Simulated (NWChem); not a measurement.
System: C₃H₄BrF; SMILES FC1(Br)CC1

This build's default masses of Se (78.918 u) and Br (79.917 u) are each other's, which moves their modes by up to 0.6 %.

Problem. Give the equilibrium geometry at PBE0/def2-SVP (NWChem) as an XYZ file, with the point group.

Solution. point group Cs; any orientation.
```
9

F      1.4652    -1.1075     0.0000
C      0.1678    -0.7555     0.0000
Br    -0.0367     1.1503     0.0000
C     -0.7796    -1.6029    -0.7603
C     -0.7796    -1.6029     0.7603
H     -1.6092    -1.1229    -1.2840
H     -0.3428    -2.4684    -1.2664
H     -1.6092    -1.1229     1.2840
H     -0.3428    -2.4684     1.2664
```
